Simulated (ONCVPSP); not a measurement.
**oxygen (O), ONCV: configuration errors across variants**

O, optimised norm-conserving Vanderbilt (ONCV), made with ONCVPSP 4.0.1 (PBE, scalar-relativistic). Core [He], reference 2s2 2p2 (charge +2). Waves: 2s: rc 0.75 bohr, ncon 4, nbas 8, qcut 8.4 1/bohr, local; 2p: rc 1.65 bohr, ncon 4, nbas 8, qcut 9.8 1/bohr, 1 projector. Local part: the s channel. Core correction: Teter function, fcfact 3.75, rcfact 1.05.

All-electron excitation energies from the reference (eV): (1) 2s2 2p4 -50.017; (2) 2s2 2p3 -33.586; (3) 2s2 2p1 53.869; (4) 2s1 2p4 -18.357.

Errors AE − PS in meV (a dash: test not solved or not reliable):

```csv
change,(1),(2),(3),(4),bound ghosts,GHOST(+) flags above zero
base,+197,+93,+243,+268,none,none
"core correction Teter function, fcfact 3.75, rcfact 1.02",+197,+93,+242,+268,none,none
"core correction Teter function, fcfact 3.75, rcfact 1.2",+197,+93,+242,+267,none,none
"core correction Teter function, fcfact 3.75, rcfact 1.36",+195,+92,+239,+264,none,none
"core correction Teter function, fcfact 3.75, rcfact 1.46",+194,+91,+236,+261,none,none
"core correction Teter function, fcfact 3.75, rcfact 1.72",+189,+88,+225,+252,none,none
"core correction Teter function, fcfact 3.75, rcfact 1.82",+185,+87,+219,+248,none,none
```

(1) Give the same row for: core correction Teter function, fcfact 3.75, rcfact 2.06.

Answers

(1) +170, +79, +198, +239; bound ghosts: none; GHOST(+) flags above zero: none.
